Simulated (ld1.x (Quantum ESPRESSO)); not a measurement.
Which change was made? (Nd, TM semilocal)

| Quantity | Value |
| --- | --- |
| Element | neodymium |
| Generator | ld1.x (Quantum ESPRESSO) 7.5 |
| Type | norm-conserving Troullier–Martins (semilocal form) |
| Functional | PBE |
| Relativity | scalar-relativistic |
| Frozen core | [Kr] 4d10 |
| Valence charge | 14 |
| Reference configuration | 4f3 5s2 5p6 5d0 6s0 6p0 (charge +3) |
| Partial waves | 5s (bound): rc 2.55 bohr; 5p (bound): rc 1.60 bohr; 5d (bound, empty): rc 2.20 bohr; 4f (bound): rc 1.35 bohr |
| Local potential | the f channel |
| Core correction | a·sin(br)/r model core, default radius (core density twice the valence density) |

Cutoffs, loose and tight: the cutoffs (Ry, on a coarse ladder) from which the occupation-weighted sum of valence levels, in a spherical-Bessel basis at the reference potential, stays within 10 and 1 mRy of its value at 400 Ry. They do not see the model core or the augmentation charge, which bear on the density cutoff. Test errors are all-electron minus pseudo excitation energies from the reference, over the configurations 4f4 5s2 5p6 5d0 6s2 6p0; 4f4 5s2 5p6 5d0 6s1 6p0; 4f4 5s2 5p6 5d0 6s0 6p0; 4f4 5s2 5p5 5d0 6s2 6p0; 4f3 5s2 5p6 5d1 6s2 6p0; 4f5 5s2 5p6 5d0 6s0 6p0; 4f2 5s2 5p6 5d0 6s0 6p0; variants that change the core or the reference have their own tests. The largest error is taken over the tests solved by every variant that gives reliable tests at all, those not shown here included: 4f2 5s2 5p6 5d0 6s0 6p0; 4f4 5s2 5p5 5d0 6s2 6p0; 4f4 5s2 5p6 5d0 6s0 6p0; 4f4 5s2 5p6 5d0 6s1 6p0.

The base gives: outcome: generated; cutoff, loose: 180 Ry; cutoff, tight: 230 Ry; bound ghosts: none; largest test error (meV): +3346.

Problem. After one change the result is: outcome: generated; cutoff, loose: 260 Ry; cutoff, tight: 300 Ry; bound ghosts: none; largest test error (meV): +1054. Which change was it?
A. all radii but the core radius scaled by about 1.19 (s 3.04, p 1.90, d 2.62, f 1.60 bohr)
B. all radii but the core radius scaled by about 0.83 (s 2.12, p 1.34, d 1.84, f 1.12 bohr)
C. all radii but the core radius scaled by about 1.31 (s 3.34, p 2.10, d 2.88, f 1.76 bohr)

Solution. B. The others give: all radii but the core radius scaled by about 1.31 (s 3.34, p 2.10, d 2.88, f 1.76 bohr) → outcome: generated; cutoff, loose: 120 Ry; cutoff, tight: 160 Ry; bound ghosts: s; largest test error (meV): +8058 | all radii but the core radius scaled by about 1.19 (s 3.04, p 1.90, d 2.62, f 1.60 bohr) → outcome: generated; cutoff, loose: 140 Ry; cutoff, tight: 160 Ry; bound ghosts: none; largest test error (meV): +6556.
